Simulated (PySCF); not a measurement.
Bonds (- single, = double, # triple, : aromatic): C1=C2, C2-C3, C3:N4, N4:C5, C5:N6, N6:N7, N7-Si8, Si8-C9, Si8-C10, N7:C3. C1 carries H11, H12; C2 carries H13; C5 carries H14; Si8 carries H15; C9 carries H16, H17, H18; C10 carries H19, H20, H21. H12 is cis to C3; H11 is trans to C3.

[PySCF 2.14: GFN2-xTB geometry; PBE0/pcSseg-1 with gauge-including orbitals; one computed conformer; equivalent nuclei averaged; in vacuum; non-relativistic Hamiltonian]

List the cross peaks expected in HSQC, COSY and HMBC spectra.

## Answers



HSQC (one-bond C–H):
```tsv
δH	δC
7.99 (H14)	158.0 (C5)
7.22 (H12)	129.7 (C1)
6.83 (H13)	128.8 (C2)
5.92 (H11)	129.7 (C1)
0.56 (H16/H17/H18/H19/H20/H21)	-1.3 (C9/C10)
```

COSY cross peaks (H two or three bonds apart, from the bond graph; peaks can be absent where the dihedral angle is near 90°):
```tsv
δH	δH
7.22 (H12)	6.83 (H13)
7.22 (H12)	5.92 (H11)
6.83 (H13)	5.92 (H11)
5.53 (H15)	0.56 (H16/H17/H18/H19/H20/H21)
```

HMBC (two and three bonds, from the bond graph):
```tsv
δH	δC
7.99 (H14)	164.9 (C3)
7.22 (H12)	164.9 (C3), 128.8 (C2)
6.83 (H13)	164.9 (C3), 129.7 (C1)
5.92 (H11)	164.9 (C3), 128.8 (C2)
5.53 (H15)	164.9 (C3), -1.3 (C9/C10)
0.56 (H16/H17/H18/H19/H20/H21)	-1.3 (C9/C10)
```

Shifts are taken against calculated references (same method and geometry level): ¹H (31.72 ppm) and ¹³C (186.93 ppm) vs TMS.

Short H···H contacts in this conformer between protons four or more bonds apart (candidates for NOE cross peaks, intensity ∝ r⁻⁶): H13···H15 2.61 Å, H13···H17 2.69 Å.

Shifts are as computed. Against solution values, carbons near 30 ppm lie about +3 ppm off and those near 130 ppm about +5 ppm. Of 1211 compounds with measured shifts, 218 miss one by over three times the rms of a fit or turn the order of signals round; such compounds aren't used in these exercises.
